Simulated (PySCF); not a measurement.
How methods differ on the interval between two levels of In²⁺

In²⁺ [Kr] 4d10 5s1 [2S1/2, M_J = 1/2] → In²⁺ [Kr] 4d9 5s2 [2D5/2, M_J = 5/2], as a difference of total energies. Computed with PySCF 2.14 in x2c-TZVPall-2c, with the two-component X2C-1e Hamiltonian. Correlated levels: [Ar] 3d10 frozen; the 6 highest virtual spinors dropped. "Screened" scales the spin-orbit matrix elements by Boettger's factors to mimic the two-electron term; Breit and QED terms are absent.

```json
{"method": "GHF (spin-free)", "interval between two levels (cm⁻¹)": "121690"}
{"method": "GMP2 (spin-free)", "interval between two levels (cm⁻¹)": "118020"}
{"method": "GHF (screened spin-orbit)", "interval between two levels (cm⁻¹)": "118800"}
{"method": "GMP2 (screened spin-orbit)", "interval between two levels (cm⁻¹)": "115060"}
```
